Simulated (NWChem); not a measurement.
System: C$_{3}$H$_{3}$NOSi; SMILES C#C[SiH2]N=C=O

```xyz
9

C      1.2801     2.7367    -0.0011
C      0.3904     1.9068     0.0011
Si    -0.9663     0.6774     0.0039
N     -0.3100    -0.9104    -0.0165
C      0.2232    -1.9820    -0.0029
O      0.7326    -3.0320     0.0068
H      2.0687     3.4690    -0.0031
H     -1.8076     0.8636    -1.2081
H     -1.7850     0.8437     1.2345
```
Atoms are numbered in this order, from 1.

Results from NWChem. Coordinates come from a PBE0/def2-SVP optimisation.

For level B3LYP/def2-TZVP:

| Property | Value |
|---|---|
| highest occupied level (eV) | -8.25 |
| orbital gap (eV) | 7.32 |
| dipole (D) | 2.34 |

Q: Estimate the same quantities for level BLYP/def2-TZVP.

A: The highest occupied level (eV) is -7.08, the orbital gap (eV) is 5.58 and the dipole (D) is 2.23.
